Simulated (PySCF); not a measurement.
Run record: geometry optimisation, `[SeH][SiH2]CC`.

Computed with PBE0-D3(BJ)/def2-SVP geometry optimisation, gas phase (PySCF 2.14.0). Start geometry: GFN2-xTB. The input is one job of a driver script: a line of settings, then coordinates in Å.

Command:
```bash
OMP_NUM_THREADS=1 python probes_run.py task.json out
```

Input:
```
{"job": {"xc": "PBE0", "basis": "def2-SVP", "d3": "d3bj", "grid": 1, "shake": 0.01, "kind": "geom"}, "charge": 0, "multiplicity": 1}
C     -1.688440     0.151000     0.054520
C     -0.269090     0.454430    -0.336740
Si     0.928510    -0.743880     0.493790
Se     3.109170    -0.164970    -0.148980
H     -1.997210    -0.838140    -0.251140
H     -2.387340     0.881440    -0.441860
H     -1.836220     0.266630     1.125150
H     -0.145560     0.397540    -1.425310
H     -0.014050     1.491600    -0.041050
H      0.726850    -2.127280     0.091530
H      0.913990    -0.626430     1.967880
H      2.699100     0.829790    -1.096830
```

Output:
```
step   0  E = -2771.15552957  max force = 0.024915
step   1  E = -2771.15886090  max force = 0.009050
step   2  E = -2771.15961640  max force = 0.002674
step   3  E = -2771.15970948  max force = 0.000818
step   4  E = -2771.15975677  max force = 0.001367
step   5  E = -2771.15985230  max force = 0.002661
step   6  E = -2771.16009748  max force = 0.004509
step   7  E = -2771.16049833  max force = 0.004563
step   8  E = -2771.16075858  max force = 0.001786
step   9  E = -2771.16113794  max force = 0.000928
step  10  E = -2771.16124023  max force = 0.001188
step  11  E = -2771.16137409  max force = 0.001271
step  12  E = -2771.16145788  max force = 0.000922
step  13  E = -2771.16155860  max force = 0.000812
step  14  E = -2771.16160144  max force = 0.000737
step  15  E = -2771.16161202  max force = 0.000696
step  16  E = -2771.16160356  max force = 0.000530
step  17  E = -2771.16160711  max force = 0.000595
step  18  E = -2771.16161661  max force = 0.000537
step  19  E = -2771.16162338  max force = 0.000417
optimisation converged
```

Energies in Eh; «max force» is the largest Cartesian gradient component in Eh/bohr.

How much energy does the optimisation release, in kJ/mol?

E(step 0) − E(last step) = 0.006094 Eh, which is 16.0 kJ/mol.

Main results: final energy -2771.16162 Eh after 19 steps; dipole 1.76 D.

Where do the atoms end?

0.344 Å rms from the input after alignment:
```
atom  x, y, z in Å
C1    -1.7344    0.1712    0.2033
C2    -0.3269    0.5850   -0.2174
Si3    1.0186   -0.5822    0.3915
Se4    3.1109    0.0932   -0.2470
H5    -1.9965   -0.8278   -0.1803
H6    -2.4922    0.8750   -0.1751
H7    -1.8383    0.1377    1.2995
H8    -0.2463    0.6341   -1.3176
H9    -0.0807    1.5975    0.1449
H10    0.7539   -1.9674   -0.1080
H11    1.0803   -0.6101    1.8842
H12    2.8295   -0.1279   -1.6746
```

How long does this job take on one thread, Arm Neoverse N1 (aarch64) (shared host)? And the peak memory of the process?

About 3.2 min, with 0.49 GiB resident at the peak, the Python interpreter and its libraries included.
Labels such as C1 count atoms from 1, the log's own numbers from 0.
